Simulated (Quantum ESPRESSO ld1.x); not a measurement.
Problem. Coherent X-ray form factor from a spherical all-electron density. Method: non-relativistic Kohn-Sham, LDA (Slater exchange, Perdew-Wang correlation), spin-polarised, spherical densities, point nucleus; computed with ld1.x of Quantum ESPRESSO 7.5.

sin(theta)/lambda (1/angstrom)  f0 (electrons)
0.05                                     8.806
0.1                                      8.272
0.15                                     7.511
0.2                                      6.654
0.25                                     5.801
0.3                                      5.016
0.4                                      3.750
0.5                                      2.883
0.6                                      2.324
0.8                                      1.745
1                                        1.483
1.25                                     1.281
1.5                                      1.110
2                                        0.799

The species is in the configuration that NIST lists as its ground one. Which atom or ion scatters so?

Solution. Neutral fluorine, [He] 2s2 2p(up 2.5, down 2.5). Extrapolating in s^2 from the first two rows gives f0(0) = 9.0, near the electron count 9; among species with that count, the fall with angle is slower the higher Z, and the table is that of Z = 9; from so few rows the species is fixed only to a neighbour or two.
